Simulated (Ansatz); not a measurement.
Two structures, one formula

The two ends of one reaction step of AlNH8O4, singlet (PBE0-D4/def2-TZVP).

A:

```csv
atom,x (Å),y (Å),z (Å)
Al1,-0.1244,-0.7095,0.6575
O2,0.5591,0.7986,1.2266
O3,-1.8295,-0.8918,0.7880
O4,0.9234,-2.0339,0.9826
H5,0.0711,0.5613,-1.4978
N6,-0.0591,-0.4454,-1.3106
H7,0.6117,1.9340,-0.0639
O8,0.5385,2.2862,-0.9834
H9,1.3244,0.7394,1.7978
H10,-2.3161,-0.6970,1.5848
H11,0.5744,-2.8892,1.2231
H12,-0.9365,-0.7462,-1.7214
H13,0.6966,-0.9600,-1.7485
H14,-0.0337,3.0537,-0.9347
```

B:

```
14
angstrom
Al -0.2889 -0.7702 0.4585
O 0.4363 0.8421 1.1693
O -1.9521 -0.8785 0.8489
O 0.9186 -1.7630 1.1821
H 0.3193 1.1658 -1.3531
N -0.1576 -0.4232 -1.3574
H 0.5964 1.5077 0.4039
O 0.6828 2.0590 -1.0017
H 1.2658 0.6529 1.6206
H -2.2685 -0.9469 1.7465
H 0.8432 -2.7097 1.2685
H -1.0251 -0.5534 -1.8635
H 0.5581 -0.9334 -1.8597
H 0.0716 2.7510 -1.2629
```

Program: Ansatz 0.2.0. Basis: def2-TZVPP. Cores are frozen in the correlated methods. B3LYP uses VWN-RPA correlation.

Problem. Which structure is lower at CCSD(T), and by how much? (An estimate is asked for; the value comes from the calculation.)

Solution. Computed: A, by 0.756 eV (electronic energy, against the other). By their contacts, A is a complex of AlNH₆O₃ ([NH3][Al]([OH])([OH])[OH]) + H₂O and B is a complex of AlNH₆O₃ ([NH2][Al]([OH])([OH])[OH2]) + H₂O.

All methods give the same order:

```csv
method,E(B) − E(A) (eV)
SPW92,0.453
PBE-D4,0.621
BLYP-D4,0.693
r2SCAN-D4,0.671
B97M-V,0.777
PBE0-D4,0.679
B3LYP-D4,0.731
r2SCAN0-D4,0.707
BHLYP-D4,0.805
CAM-B3LYP-D4,0.729
wB97X-V,0.746
wB97M-V,0.732
B2PLYP,0.753
PBE-QIDH,0.727
RPA on PBE,0.753
HF,0.989
MP2,0.737
CCSD,0.797
CCSD(T),0.756
```

The T1 diagnostic stays at or below 0.011.

Labels in which every atom is bracketed show which atoms are joined, not bond orders.

For scale, one of the runs: CCSD(T)/def2-TZVPP, 309 basis functions, launched by `ansatz run in.yaml --threads 4 --pin off --events-out ev --progress --plain --max-ram 46080MiB --backend cuda --devices 0, --max-vram 37GiB`. Time: 9 s of wall clock on 4 CPU threads of an AMD EPYC 7R13 and a share of one NVIDIA H100; the host was shared. Peak host memory: 0.86 GiB.
